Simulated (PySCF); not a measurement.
AlFH5NO2Si. Atoms are numbered in the order given.

```xyz
11

Si    -1.8293     0.2851    -0.0628
F     -2.4795    -0.4066     1.2658
N     -0.3904    -0.4980    -0.5720
Al     1.3118    -0.0451    -0.2394
O      2.5061    -1.0781    -0.8582
O      1.7321     1.3481     0.6330
H     -1.4744     1.6789     0.3174
H     -2.8892     0.2323    -1.1019
H     -0.5217    -1.3692    -1.0860
H      3.4520    -0.9507    -0.7479
H      1.1326     1.9889     1.0234
```

Geometry: B3LYP-D3(BJ)/def2-SVP. The structure was generated by enumeration; whether it is a known compound was not checked. Other conformers were not sampled.

Calculation: B3LYP-D3(BJ)/def2-SVP (PySCF 2.14.0).

Frequencies are harmonic and unscaled.

| mode | ν (cm⁻¹) | IR (km/mol) | moving atoms (share of kinetic energy) |
|---|---|---|---|
| 1 | 46 | 2.0 | F 40 %, O 33 %, H 13 %, Si 9 % |
| 2 | 53 | 1.8 | F 33 %, N 31 %, O 23 %, H 10 % |
| 3 | 106 | 2.6 | O 38 %, Si 25 %, H 23 % |
| 4 | 207 | 15.3 | O 56 %, H 15 %, Si 10 %, Al 9 % |
| 5 | 255 | 39.1 | Al 31 %, O 25 %, H 19 %, N 12 %, F 9 % |
| 6 | 262 | 1.8 | Al 45 %, H 22 %, O 14 %, Si 8 % |
| 7 | 293 | 107.6 | H 68 %, N 9 %, F 9 %, Si 9 % |
| 8 | 325 | 64.3 | H 42 %, N 20 %, F 13 %, O 10 %, Si 8 % |
| 9 | 333 | 126.3 | H 78 %, O 15 % |
| 10 | 499 | 83.7 | H 73 %, N 17 % |
| 11 | 530 | 224.1 | H 69 %, O 17 %, N 9 % |
| 12 | 572 | 80.2 | H 73 %, N 9 % |
| 13 | 594 | 109.3 | H 48 %, O 32 % |
| 14 | 708 | 53.3 | H 45 %, N 20 %, O 19 %, Si 13 % |
| 15 | 807 | 41.2 | H 81 %, O 9 % |
| 16 | 834 | 53.1 | F 27 %, H 22 %, Si 14 %, N 14 %, O 14 %, Al 8 % |
| 17 | 872 | 73.4 | F 27 %, H 25 %, Al 16 %, Si 13 %, O 13 % |
| 18 | 947 | 84.2 | H 48 %, N 21 %, Al 15 %, O 8 % |
| 19 | 957 | 236.2 | H 80 %, Si 11 % |
| 20 | 964 | 84.8 | Al 42 %, O 33 %, H 14 %, N 9 % |
| 21 | 980 | 236.3 | H 68 %, Si 24 % |
| 22 | 1140 | 342.2 | H 53 %, N 39 % |
| 23 | 2242 | 130.0 | H 97 % |
| 24 | 2255 | 147.4 | H 97 % |
| 25 | 3560 | 37.0 | H 93 % |
| 26 | 3932 | 117.5 | H 94 % |
| 27 | 3935 | 63.1 | H 94 % |
